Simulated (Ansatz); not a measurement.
CH5B2N, 9 atoms. Charge 0, multiplicity 1. The bonds changed during the relaxation, so this is another structure than the one it started from. All runs use 2 threads of an Arm Neoverse V2 on a shared host. Correlated methods freeze the cores. Open-shell runs search over several starts.

Task: How many basis functions does each run have, and how long does it take in Ansatz? UKS B3LYP-D4/def2-TZVPP energy of the cation; UKS PBE-D4/def2-TZVPP energy of the cation; RKS PBE0-D4/def2-QZVPP energy; RKS ωB97M-V/def2-SVP energy; UHF-MP2/def2-TZVPP energy of the cation; RKS BLYP-D4/def2-TZVPP energy; RHF-CCSD(T)/def2-SVP energy; UHF-MP2/def2-QZVPP energy of the cation; direct RPA on PBE orbitals/def2-TZVPP energy; UKS ωB97X-V/def2-TZVPP energy of the cation; RKS ωB97M-V/def2-TZVPP energy and forces; UKS ωB97M-V/def2-TZVPP energy of the cation. (An estimate is asked.)

Result: Computed: Other jobs shared the machine, so times are rough.

```json
{"level": "RKS BLYP-D4/def2-TZVPP", "job": "energy", "functions": "194", "wall time": "2 s", "peak host memory (GiB)": "0.19"}
{"level": "RHF-CCSD(T)/def2-SVP", "job": "energy", "functions": "81", "wall time": "2.1 s", "peak host memory (GiB)": "0.36"}
{"level": "UKS PBE-D4/def2-TZVPP", "job": "energy of the cation", "functions": "194", "wall time": "3.2 s", "peak host memory (GiB)": "0.36"}
{"level": "RKS ωB97M-V/def2-SVP", "job": "energy", "functions": "81", "wall time": "3.5 s", "peak host memory (GiB)": "0.36"}
{"level": "UHF-MP2/def2-TZVPP", "job": "energy of the cation", "functions": "194", "wall time": "3.5 s", "peak host memory (GiB)": "0.39"}
{"level": "UKS B3LYP-D4/def2-TZVPP", "job": "energy of the cation", "functions": "194", "wall time": "4.4 s", "peak host memory (GiB)": "0.41"}
{"level": "direct RPA on PBE orbitals/def2-TZVPP", "job": "energy", "functions": "194", "wall time": "4.4 s", "peak host memory (GiB)": "0.37"}
{"level": "RKS PBE0-D4/def2-QZVPP", "job": "energy", "functions": "378", "wall time": "5.5 s", "peak host memory (GiB)": "0.84"}
{"level": "RKS ωB97M-V/def2-TZVPP", "job": "energy and forces", "functions": "194", "wall time": "9 s", "peak host memory (GiB)": "0.47"}
{"level": "UKS ωB97X-V/def2-TZVPP", "job": "energy of the cation", "functions": "194", "wall time": "12 s", "peak host memory (GiB)": "0.57"}
{"level": "UKS ωB97M-V/def2-TZVPP", "job": "energy of the cation", "functions": "194", "wall time": "14 s", "peak host memory (GiB)": "0.61"}
{"level": "UHF-MP2/def2-QZVPP", "job": "energy of the cation", "functions": "378", "wall time": "27 s", "peak host memory (GiB)": "1.9"}
```

B3LYP here is the variant with VWN-RPA as its local correlation; programs differ in this.
